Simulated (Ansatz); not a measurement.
Ideal-gas functions of CH4FO2V (`[CH3][V](=[O])([OH])[F]`) at 298.15 K and 1 bar, from an Ansatz frequency run at PBE0-D4/def2-TZVP.

Molar mass 117.98 g/mol, point group C1 (symmetry number 1), electronic degeneracy 1, moments of inertia 136.367, 141.578, 158.115 u Å². Harmonic wavenumbers (cm⁻¹, unscaled): 151, 177, 185, 219, 265, 303, 376, 571, 599, 607, 666, 754, 824, 1150, 1178, 1409, 1416, 3044, 3147, 3167, 3857.

Use S(trans) = R[1.5 ln M + 2.5 ln T − 1.1517]; rotational temperatures θ = 24.2544 K / I; S(rot) = R[ln(√π/σ · √(T³/θAθBθC)) + 1.5]; for each mode x = 1.438777 ν̃/T, S = R[x/(eˣ − 1) − ln(1 − e⁻ˣ)] and H = RT x/(eˣ − 1); 1 cm⁻¹ = 0.0119627 kJ/mol; R = 8.31446 J/(mol·K).

By hand: the entropy, in J/(mol·K).

Translation 168.4. Rotation: θ = 0.1779, 0.1713, 0.1534 K, giving 110.6. Vibration, mode by mode: 11.13, 9.87, 9.53, 8.23, 6.81, 5.86, 4.42, 2.10, 1.89, 1.83, 1.46, 1.04, 0.79, 0.21, 0.19, 0.07, 0.07, 0.00, 0.00, 0.00, 0.00, in all 65.5. Electronic 0.0. Sum 344.5 J/(mol·K).

By hand: H − E and G − E in kJ/mol, counted from the electronic energy.

Zero-point energy ½ × 24065 × 0.0119627 = 143.9; thermal vibration 11.6; translation, rotation and pV give 4 RT = 9.9. H − E = 165.4 kJ/mol, and G − E = 165.4 − 298.15 × 344.5/1000 = 62.7 kJ/mol.

Vibration gives 19 % of the entropy. The sum counts one conformer and one mirror image; others add a mixing term.
